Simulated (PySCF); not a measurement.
Job for PySCF: U-HF/6-31G* on C3H4 (SMILES [CH]C=C), 2S+1 = 1.

```python
from pyscf import gto, scf, dft, mp
from pyscf.data.elements import chemcore

mol = gto.M(
    atom='''
    C    -1.20365373    0.31942099   -0.36049200
    C    -0.10339695   -0.37332055    0.04571111
    C     1.13987854    0.17129080    0.30743340
    H    -2.06590451   -0.02748942   -0.91705456
    H    -0.22188453   -1.45191362    0.19254304
    H     1.97230850   -0.45407040    0.59652342
    H     1.31851339    1.22912590    0.17207294
    ''',
    basis='6-31g*',
    cart=True,
    charge=0, spin=0, verbose=3, max_memory=1800)
mf = scf.UHF(mol)
mf.conv_tol = 1e-8
mf.max_cycle = 100
mf.init_guess_breaksym = True
mf.kernel()
if not mf.converged:
    mf = mf.newton().run(mf.mo_coeff, mf.mo_occ)
for _ in range(4):
    mo, _, stable, _ = mf.stability(return_status=True)
    if stable:
        break
    mf.kernel(mf.make_rdm1(mo, mf.mo_occ))
```

Program output:

```
converged SCF energy = -115.75344810908  <S^2> = 2.2754586e-06  2S+1 = 1.0000046
<class 'pyscf.scf.uhf.UHF'> wavefunction has an internal instability
converged SCF energy = -115.802814478509  <S^2> = 1.1369524  2S+1 = 2.3553789
<class 'pyscf.scf.uhf.UHF'> wavefunction is stable in the internal stability analysis
```

The calculation finished and met its thresholds. Its determinant has ⟨S²⟩ = 1.14, a mixture of spin states.

Cost: very roughly 1.8 core-seconds.
